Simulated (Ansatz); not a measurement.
# Which is lower?

Two relaxed structures of AlSiH3SO, closed shell (PBE0-D4/def2-TZVP; forces vanish, vibrations not checked).

A:

S1  (-1.345, 1.659, -0.531)
Si2  (0.274, 0.558, 0.370)
O3  (-0.180, -1.189, 0.275)
Al4  (1.367, -1.430, -0.851)
H5  (-2.164, 1.701, 0.534)
H6  (0.079, 0.788, 1.836)
H7  (-0.995, -1.619, 0.551)
(Å)

B:

```csv
atom,x (Å),y (Å),z (Å)
S1,-0.4879,1.1773,-0.6219
Si2,0.5338,0.2711,1.3457
O3,0.0602,-1.4657,0.6037
Al4,1.0218,-0.6378,-0.7553
H5,-1.7864,0.8105,-0.5370
H6,-0.8642,-1.7284,0.6034
H7,1.3550,-1.4073,-2.0876
```

Computed with Ansatz 0.2.0 (basis: def2-TZVPP); correlated methods freeze the cores. B3LYP uses VWN-RPA correlation.

(1) Which structure is lower at CCSD(T), and by how much? (To be estimated.)

The T1 diagnostic stays at or below 0.016. The restricted Hartree–Fock reference is unstable towards an unrestricted one at one or more of these structures.

## Answers

(1) Computed: A, by 0.412 eV (electronic energy, against the other). By their contacts, A is AlSiH₃SO ([SH][SiH]1[OH][Al]1) and B is AlSiH₃SO ([OH]1[AlH]2[SH][Si]12).

All methods give the same order:

```
   method  E(B) − E(A) (eV)
   PBE-D4             0.288
r2SCAN-D4             0.252
  PBE0-D4             0.343
 B3LYP-D4             0.445
  wB97M-V             0.448
       HF             0.682
      MP2             0.356
     CCSD             0.480
  CCSD(T)             0.412
```

Labels in which every atom is bracketed show which atoms are joined, not bond orders.

For scale, one of the runs: CCSD(T)/def2-TZVPP, 199 basis functions, launched by `ansatz run in.yaml --threads 2 --pin off --events-out ev --progress --plain --max-ram 4352MiB`. Hardware: 2 CPU threads of an Arm Neoverse V2, shared host. Wall time 53 s; peak host memory 2.1 GiB.
